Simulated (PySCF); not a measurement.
**Correlation energy of Ge⁺ (germanium, charge +1)**

[Ar] 3d10 4s2 4p1, 2P determinant. Computed with PySCF 2.14 in jorge-DZP-DKH, with scalar relativity by spin-free X2C-1e. Frozen: [Ar] 3d10; 3 electrons correlated.

MP2 pair energies summed by pair of shells (mhartree):

| pair | energy | share (%) |
| --- | --- | --- |
| 4s-4s | -17.71 | 74.5 |
| 4s-4p | -6.08 | 25.5 |

Total MP2 correlation energy: -23.78 mhartree.

Same-spin part -1.05 and opposite-spin part -22.73 mhartree; SCS-MP2 scales them by 1/3 and 6/5 to -27.63 mhartree.

```json
{"level": "CCSD", "correlation energy (mhartree)": "-34.41"}
{"level": "(T)", "correlation energy (mhartree)": "-0.15"}
{"level": "CCSD(T)", "correlation energy (mhartree)": "-34.56"}
```

Diagnostics: T1 = 0.0048, D1 = 0.0092, largest double amplitude 0.101.

Problem. Is a single reference adequate?

Solution. Mostly. T1 lies below 0.03, but a double amplitude of this size points to a near-degeneracy that CCSD handles and MP2 describes poorly.
